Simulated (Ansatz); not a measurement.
ClGeH5OSi can be A, `[SiH3][O][GeH2][Cl]`, or B, `Cl[SiH2][O][GeH3]`.

Program: Ansatz. Geometries: PBE0-D4/def2-TZVP. ΔE: electronic, gas phase. CCSD(T)/CBS adds triple-zeta CCSD(T) − MP2 to the extrapolated MP2 energy (def2 sets, frozen cores). DFT in def2-TZVPP. B3LYP here is the variant with VWN-RPA as its local correlation; programs differ in this. For Ge outer-core shells are correlated without core-valence functions, which leaves a few kJ/mol of doubt a bond. Scalar relativity is left out up to krypton. One conformer a species, not always the lowest.

**Question.** Which isomer does CCSD(T)/CBS put lower? Give the gap. (Estimate.)

**Answer.** The calculation gave: B, by 7.6 kcal/mol.

**Question.** Give E(B) − E(A) in kcal/mol with B2PLYP, B3LYP-D4, PBE-D4, HF/def2-TZVPP, B3LYP, r2SCAN-D4, PBE0-D4. (Best estimate.)

**Answer.** The calculation gave: B2PLYP -6.9, B3LYP-D4 -6.9, PBE-D4 -7.2, HF/def2-TZVPP -5.9, B3LYP -6.8, r2SCAN-D4 -7.5, PBE0-D4 -7.3. None reverses the order clearly.

**Question.** Does the order hold for the free energy at 298.15 K (harmonic terms from PBE0-D4)? (An estimate is asked.)

**Answer.** Ansatz gave: Yes: G(B) − G(A) = -7.5 kcal/mol, for one conformer each. Modes under 60 cm⁻¹, often nearly free rotors, make the harmonic entropy too high.

Largest T1 diagnostic: 0.011.

In def2-TZVPP, CCSD(T) changes the Hartree–Fock value by −1.0 kcal/mol (the triples alone add −0.0 kcal/mol) and MP2 by −1.3 kcal/mol. At CCSD(T), def2-SVP lies +2.1 kcal/mol from the extrapolated value and def2-TZVPP +0.8 kcal/mol.
